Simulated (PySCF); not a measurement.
Species: `N#C[Si@H](/C=C\[SiH3])C1CC1`. The columns A, B, C and D hold Mulliken, IAO, Hirshfeld and ESP-fitted charges (e) of one PBE0/pcSseg-1 density (PySCF), in a shuffled order. Coordinates in Å (GFN2-xTB); the density's dipole moment is (0.66, 1.47, 3.96) D.

```json
{"atom": "N1", "x": "-0.900", "y": "-1.449", "z": "-3.762", "A": "-0.207", "B": "-0.427", "C": "-0.203", "D": "-0.212"}
{"atom": "C2", "x": "-0.571", "y": "-0.877", "z": "-2.825", "A": "-0.035", "B": "+0.278", "C": "-0.151", "D": "-0.208"}
{"atom": "Si3", "x": "-0.024", "y": "0.047", "z": "-1.288", "A": "+0.401", "B": "+0.160", "C": "+0.890", "D": "+0.971"}
{"atom": "C4", "x": "0.847", "y": "-1.238", "z": "-0.223", "A": "-0.122", "B": "-0.216", "C": "-0.403", "D": "-0.438"}
{"atom": "C5", "x": "1.840", "y": "-1.014", "z": "0.636", "A": "-0.118", "B": "-0.216", "C": "-0.389", "D": "-0.390"}
{"atom": "Si6", "x": "2.691", "y": "0.631", "z": "0.988", "A": "+0.315", "B": "+0.398", "C": "+0.585", "D": "+0.497"}
{"atom": "C7", "x": "-1.592", "y": "0.673", "z": "-0.447", "A": "-0.131", "B": "-0.185", "C": "-0.420", "D": "-0.557"}
{"atom": "C8", "x": "-1.614", "y": "0.896", "z": "1.041", "A": "-0.086", "B": "-0.240", "C": "-0.277", "D": "-0.208"}
{"atom": "C9", "x": "-2.395", "y": "-0.228", "z": "0.452", "A": "-0.083", "B": "-0.353", "C": "-0.277", "D": "-0.196"}
{"atom": "H10", "x": "0.831", "y": "1.151", "z": "-1.738", "A": "-0.060", "B": "-0.006", "C": "-0.105", "D": "-0.038"}
{"atom": "H11", "x": "0.476", "y": "-2.256", "z": "-0.327", "A": "+0.050", "B": "+0.160", "C": "+0.161", "D": "+0.145"}
{"atom": "H12", "x": "2.225", "y": "-1.866", "z": "1.191", "A": "+0.048", "B": "+0.132", "C": "+0.158", "D": "+0.137"}
{"atom": "H13", "x": "3.449", "y": "1.052", "z": "-0.193", "A": "-0.070", "B": "-0.082", "C": "-0.108", "D": "-0.055"}
{"atom": "H14", "x": "1.703", "y": "1.659", "z": "1.328", "A": "-0.071", "B": "-0.090", "C": "-0.115", "D": "-0.076"}
{"atom": "H15", "x": "3.596", "y": "0.425", "z": "2.122", "A": "-0.072", "B": "-0.093", "C": "-0.107", "D": "-0.081"}
{"atom": "H16", "x": "-2.177", "y": "1.381", "z": "-1.025", "A": "+0.050", "B": "+0.164", "C": "+0.161", "D": "+0.155"}
{"atom": "H17", "x": "-2.149", "y": "1.754", "z": "1.420", "A": "+0.052", "B": "+0.142", "C": "+0.154", "D": "+0.136"}
{"atom": "H18", "x": "-0.727", "y": "0.655", "z": "1.608", "A": "+0.038", "B": "+0.135", "C": "+0.144", "D": "+0.144"}
{"atom": "H19", "x": "-2.042", "y": "-1.235", "z": "0.621", "A": "+0.045", "B": "+0.165", "C": "+0.146", "D": "+0.135"}
{"atom": "H20", "x": "-3.472", "y": "-0.152", "z": "0.420", "A": "+0.054", "B": "+0.172", "C": "+0.156", "D": "+0.138"}
```

Task: Which column most likely holds the ESP-fitted charges?

Result: B. Σ q r misses the density's dipole by 0.03 D (B), 1.11 D (A), 1.57 D (C), 2.82 D (D). Charges fitted to the outside potential are the only set here that is tied to the molecule's multipoles.

Task: And the Hirshfeld charges?

Result: A. The mean sizes are 0.105 e (A), 0.191 e (B), 0.246 e (D), 0.256 e (C), and Hirshfeld charges are commonly the smallest of these schemes.

As computed, A = Hirshfeld, B = ESP-fitted, C = IAO, D = Mulliken. Hydrogens on carbon: Hirshfeld +0.04 to +0.05, ESP-fitted +0.13 to +0.17, IAO +0.14 to +0.16, Mulliken +0.14 to +0.15 e.

The Mulliken scheme counts on each atom the diagonal of the density matrix times the overlap matrix over that atom's basis functions. The Hirshfeld scheme divides the density at each point in proportion to the densities of the neutral, spherically averaged free atoms.

Isolated species at its GFN2-xTB geometry (one conformer only).

Conformer computed: `[N:1]#[C:2][Si@H:3](/[CH:4]=[CH:5]\[SiH3:6])[CH:7]1[CH2:8][CH2:9]1`: C2–Si3–C4–C5 150°, C2–Si3–C7–C8 153°.
